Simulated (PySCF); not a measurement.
Compound: C₄H₆F₂O.
Atom-mapped SMILES: `[F:1][CH:2]([F:3])[C@@H:4]1[CH2:5][CH2:6][O:7]1` (hydrogens: H8 on C2; H9 on C4; H10, H11 on C5; H12, H13 on C6)

Method: PySCF, PBE0-D3(BJ)/def2-SVP geometry optimisation, gas phase; density fitting, grid level 1; the optimiser is geomeTRIC in internal coordinates, started from a GFN2-xTB structure with every atom displaced at random (about 0.01 Å).

Geometry at step 0:
```
atom  x, y, z in Å
F1      1.6011   -1.3901   -0.0375
C2      1.4683   -0.2087   -0.7302
F3      2.5266    0.5419   -0.3813
C4      0.2086    0.5401   -0.4072
C5     -0.4247    0.3026    0.9790
C6     -1.5609   -0.3805    0.2289
O7     -0.9369   -0.0760   -1.0302
H8      1.5636   -0.4298   -1.8062
H9      0.3050    1.5868   -0.6951
H10    -0.7050    1.2152    1.5238
H11     0.1563   -0.3356    1.6487
H12    -1.6230   -1.4639    0.3878
H13    -2.5732    0.0811    0.3092
```

**Question.** Give the atomic forces at this geometry.

**Answer.** 
```
atom  Fx (eV/Å)  Fy (eV/Å)  Fz (eV/Å)
  F1     -0.563      0.693     -0.461
  C2      0.787     -0.624      0.167
  F3      0.352      0.379      0.207
  C4     -1.603     -1.004      0.494
  C5      0.205      0.374      0.411
  C6      0.210      0.423     -0.472
  O7      0.242      0.045     -0.147
  H8     -0.278     -0.140     -0.045
  H9      0.276      0.367     -0.226
 H10      0.045      0.018     -0.091
 H11      0.111     -0.140      0.084
 H12     -0.165     -0.191      0.042
 H13      0.380     -0.200      0.036
```

The largest, 1.95 eV/Å, acts on C4; the rms over all components is 0.445 eV/Å. The forces sum to zero within rounding, as they must for an isolated molecule in no field.

**Question.** Give the force on C4 in Eh/bohr and in nN.

**Answer.** 1.955 eV/Å ÷ 51.422 = 0.03801 Eh/bohr, and 1.955 eV/Å × 1.602 = 3.13 nN.

**Question.** How far is this geometry from the end of the optimisation?

**Answer.** 0.102 eV above it, and 0.131 Å rms away after alignment. The bonds farthest from their final lengths, with half the difference of the two atoms' forces along the bond (positive lengthens):

```json
{"bond": "F1–C2", "now (Å)": "1.376", "final (Å)": "1.352", "force along bond (eV/Å)": "-0.79"}
{"bond": "C4–O7", "now (Å)": "1.442", "final (Å)": "1.419", "force along bond (eV/Å)": "-0.82"}
{"bond": "C4–H9", "now (Å)": "1.090", "final (Å)": "1.105", "force along bond (eV/Å)": "+0.84"}
{"bond": "C6–H13", "now (Å)": "1.115", "final (Å)": "1.103", "force along bond (eV/Å)": "-0.19"}
{"bond": "C2–C4", "now (Å)": "1.501", "final (Å)": "1.512", "force along bond (eV/Å)": "+0.94"}
{"bond": "C5–C6", "now (Å)": "1.523", "final (Å)": "1.533", "force along bond (eV/Å)": "+0.20"}
```

The angle farthest from its final value is F1–C2–C4, 113.6° against 110.3°.

Of the 6 listed bonds off by 0.010 Å or more, this force points towards the final length in 6.

What follows is the cost of the whole optimisation. On an Arm Neoverse V2 with one thread, shared host with 192 logical CPUs at a one-minute load of 61, this took 52 s and 0.51 GiB of memory at its peak.
